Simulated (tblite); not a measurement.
Compound: C₆H₆O₄.
SMILES with atom numbers: `[CH3:1][O:2][C:3](=[O:4])[C:5]1=[C:6]([C:7](=[O:8])[OH:9])[CH2:10]1` (hydrogens: H11, H12, H13 on C1; H14 on O9; H15, H16 on C10)

Computed with GFN2-xTB (tblite), gas phase: Langevin dynamics at 300 K from the optimised GFN2-xTB geometry, time step 0.5 fs, friction 0.01 fs⁻¹, 2000 steps.

Start geometry:
```
atom  x, y, z in Å
C1     -2.702    1.198   -0.298
O2     -1.361    0.745   -0.178
C3     -1.209   -0.530    0.198
O4     -2.119   -1.284    0.432
C5      0.202   -0.879    0.285
C6      1.475   -0.563    0.171
C7      2.519    0.401   -0.134
O8      3.701    0.175   -0.083
O9      2.011    1.588   -0.486
C10     1.183   -1.972    0.598
H11    -2.644    2.236   -0.613
H12    -3.239    0.602   -1.039
H13    -3.218    1.114    0.661
H14     2.725    2.215   -0.685
H15     1.347   -2.257    1.629
H16     1.320   -2.779   -0.110
```

The statistics below take the 31 frames saved every 25 fs from 250 to 1000 fs; their kinetic temperature (all 3N coordinates) averages 320 K.

**Question.** Give the mean, spread and extremes of the bond lengths.

**Answer.** 
```csv
bond,start (Å),mean (Å),standard deviation (Å),shortest (Å),longest (Å)
C1–O2,1.420,1.424,0.033,1.363,1.489
O2–C3,1.337,1.340,0.028,1.289,1.394
C3=O4,1.205,1.203,0.013,1.181,1.233
C3–C5,1.457,1.456,0.028,1.405,1.498
C5=C6,1.317,1.317,0.022,1.266,1.373
C6–C7,1.453,1.461,0.033,1.396,1.513
C7=O8,1.204,1.204,0.021,1.168,1.238
C7–O9,1.339,1.338,0.027,1.287,1.390
C6–C10,1.501,1.513,0.039,1.425,1.613
C5–C10,1.501,1.510,0.039,1.431,1.636
C1–H11,1.087,1.092,0.035,1.017,1.143
C1–H12,1.092,1.101,0.036,1.052,1.203
C1–H13,1.092,1.099,0.033,1.019,1.164
O9–H14,0.971,0.975,0.017,0.946,1.009
C10–H15,1.082,1.086,0.022,1.040,1.133
C10–H16,1.082,1.087,0.027,1.015,1.137
```

**Question.** How far does each atom move about its mean position (frames aligned on the start, all atoms weighted alike), and what rms force does it feel?

**Answer.** 
```csv
atom,rms displacement (Å),rms force (eV/Å)
C1,0.17,2.13
O2,0.24,1.59
C3,0.22,1.55
O4,0.48,1.24
C5,0.19,2.06
C6,0.14,1.99
C7,0.17,2.23
O8,0.37,1.76
O9,0.32,1.27
C10,0.19,1.65
H11,0.82,1.21
H12,0.84,1.09
H13,0.77,1.09
H14,0.38,0.79
H15,0.35,0.94
H16,0.36,1.13
```

The displacements run from 0.14 to 0.84 Å, the largest at H12.

**Question.** How widely does the potential energy scatter, against a harmonic estimate?

**Answer.** Mean 0.56 eV above the start, standard deviation 0.142 eV, range 0.31 to 0.88 eV. For 42 classical harmonic modes at 300 K the canonical values are 42kT/2 = 0.54 eV and kT·√(42/2) = 0.118 eV.

The run is classical and short, so these are rough statistics of one trajectory.

The cost below is that of the whole dynamics run. The run took 10 s wall on Arm Neoverse V2, one thread, shared host, and the process peaked at 0.18 GiB of memory.
